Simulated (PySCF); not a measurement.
Excitation energy of Ba by level of theory

Ba [Xe] 6s2 (1S) → Ba [Xe] 6s1 7s1 (3S), as a difference of total energies. Computed with PySCF 2.14 in x2c-TZVPPall with one added diffuse shell each of s, p, d type (12s8p7d2f1g, 94 functions), with the spin-free X2C one-electron Hamiltonian (Gaussian nucleus). Correlated levels: valence and next inner shell: [Kr] 4d10 frozen. The calculations carry no spin-orbit coupling.

| method | excitation energy (eV) |
| --- | --- |
| UHF | 2.477 |
| MP2 (valence and next inner shell) | 3.162 |
| SCS-MP2 (valence and next inner shell) | 3.234 |
| CCSD (valence and next inner shell) | 3.132 |
| CCSD(T) (valence and next inner shell) | 3.196 |

How much does correlation contribute at CCSD(T) (valence and next inner shell)?

3.196 − (2.477) = 0.719 eV, measured against UHF.

The promoted electron is Rydberg-like, and one or two diffuse shells describe it only roughly, which tends to raise the upper state.
